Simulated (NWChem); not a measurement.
Program: NWChem. System: C2H4F, charge 0, spin multiplicity 2, at a geometry optimised with UPBE0/def2-SVP. The structure started from a generated list of species. Its SCF solution wasn't tested for a lower state. Level: UMP2/def2-TZVP, 3 core orbitals frozen.

The NWChem input:

```
start mol
memory heap 200 mb stack 900 mb global 1100 mb
geometry units angstroms nocenter noautoz noautosym
  C     -1.150965     0.170913    -0.297810
  C      0.306852     0.377599    -0.206943
  F      0.991473    -0.555535     0.462695
  H     -1.601706     0.925057    -0.958707
  H     -1.649479     0.245805     0.689765
  H     -1.383248    -0.828931    -0.700066
  H      0.775856     1.366808    -0.166726
end
basis spherical
  * library def2-tzvp
end
scf
  uhf
  nopen 1
  maxiter 100
  thresh 1e-7
  semidirect memsize 60000000 filesize 0
  # guess.movecs holds the orbitals of an unrestricted PBE0 run
  vectors input guess.movecs output mol.movecs
end
mp2
  freeze core 3
end
task mp2 energy
```

NWChem printed:

```
             Northwest Computational Chemistry Package (NWChem) 7.3.0
             --------------------------------------------------------

                                NWChem Input Module
                                -------------------

 Scaling coordinates for geometry "geometry" by  1.889725989
 (inverse scale =  0.529177249)

                             Geometry "geometry" -> ""
                             -------------------------

 Output coordinates in angstroms (scale by  1.889725989 to convert to a.u.)

  No.       Tag          Charge          X              Y              Z
 ---- ---------------- ---------- -------------- -------------- --------------
    1 C                    6.0000    -1.15096500     0.17091300    -0.29781000
    2 C                    6.0000     0.30685200     0.37759900    -0.20694300
    3 F                    9.0000     0.99147300    -0.55553500     0.46269500
    4 H                    1.0000    -1.60170600     0.92505700    -0.95870700
    5 H                    1.0000    -1.64947900     0.24580500     0.68976500
    6 H                    1.0000    -1.38324800    -0.82893100    -0.70006600
    7 H                    1.0000     0.77585600     1.36680800    -0.16672600

 Effective nuclear repulsion energy (a.u.)      72.3906728944

            Nuclear Dipole moment (a.u.)
            ----------------------------
        X                 Y               Z
 ---------------- ---------------- ----------------
     0.0000037795    -0.0000075589     0.0000056692


 Summary of "ao basis" -> "" (spherical)
 ------------------------------------------------------------------------------
       Tag                 Description            Shells   Functions and Types
 ---------------- ------------------------------  ------  ---------------------
 *                         def2-tzvp                  on all atoms

 Summary of "ao basis" -> "ao basis" (spherical)
 ------------------------------------------------------------------------------
       Tag                 Description            Shells   Functions and Types
 ---------------- ------------------------------  ------  ---------------------
[...]
  AO/Fock/Back tols     =   1.0D-09  1.0D-09  1.0D-09

 GA uses MA = F    GA memory limited = T

 Available:
  local mem=  1.26D+08
 global mem=  1.44D+08
 local disk=  0.00D+00
  mp2_memr nvloc                   104
  nvloc new                   104
   1 passes of  10:        5242880                      79904                  24234469.
   1 passes of  10: M    126151987           G      144151822           F     120909107.

 Semi-direct pass number   1 of   1  for UHF alpha       at       17.6s
  vrange nnbf                  6847
  mp2_eaftype                    92  avail_ma_in_mb                  1099
 EAF : mp2_eaftype filesize          92   12117234.
  mp2_eaf for mointskh                     92
Node 0 wrote     57.0 Mb in      0.0 s     Agg I/O rate:  1432.8 Mb/s
 Done moints_semi at       25.3s
  mp2_eaftype                    92  avail_ma_in_mb                  1007
 EAF : mp2_eaftype filesize          92   12117234.
  mp2_eaf for kh                    92
 Done maket at       25.9s
 Done multipass loop at       25.9s

 GA uses MA = F    GA memory limited = T

 Available:
  local mem=  1.26D+08
 global mem=  1.44D+08
 local disk=  0.00D+00
  mp2_memr nvloc                   105
  nvloc new                   105
   1 passes of   9:        5242880                      75156                  22022888.
   1 passes of   9: M    126151987           G      144151822           F     120909107.

 Semi-direct pass number   1 of   1  for UHF beta        at       25.9s
  vrange nnbf                  6847
  mp2_eaftype                    84  avail_ma_in_mb                  1099
 EAF : mp2_eaftype filesize          84   11011444.
  mp2_eaf for mointskh                     84
Node 0 wrote     51.8 Mb in      0.0 s     Agg I/O rate:  1701.2 Mb/s
 Done moints_semi at       33.6s
  mp2_eaftype                    84  avail_ma_in_mb                  1015
 EAF : mp2_eaftype filesize          84   11011444.
  mp2_eaf for kh                    84
 Done maket at       34.1s
 Done multipass loop at       34.1s

          -------------------------------------------
          SCF energy                -177.525544943084
          Correlation energy          -0.556622290656
          Singlet pairs                0.000000000000
          Triplet pairs                0.000000000000
          Total MP2 energy          -178.082167233739
          -------------------------------------------

          ---------------------------------------------------
                    Spin Component Scaled (SCS) MP2
          Same spin pairs                     -0.134659175040
          Same spin scaling factor             0.333333333333
          Opposite spin pairs                 -0.421963115615
          Opposite spin scaling fact.          1.200000000000
          SCS-MP2 correlation energy          -0.551242130419
          Total SCS-MP2 energy              -178.076787073502
          ---------------------------------------------------

 -----------------------
 Performance information
 -----------------------

 Timer overhead =  2.85D-07 seconds/call

               Nr. of calls         CPU time (s)                 Wall time (s)                GFlops
             ---------------    -------------------     ------------------------------   -------------------
Name         Min   Avg   Max    Min     Avg     Max     Min     Avg     Max   Mx/calls   Min     Max     Sum
mp2: moin     2     2     2    15.     15.     15.      15.     15.     15.     7.7      0.0     0.0     0.0
mp2: make     2     2     2   0.98    0.98    0.98     0.98    0.98    0.98    0.49      0.0     0.0     0.0
mp2: tota     1     1     1    17.     17.     17.      17.     17.     17.     17.      0.0     0.0     0.0

 The average no. of pstat calls per process was 5.00D+00
 with a timing overhead of 1.43D-06s

 Task  times  cpu:       34.0s     wall:       34.0s

 Total times  cpu:       34.1s     wall:       34.1s
```
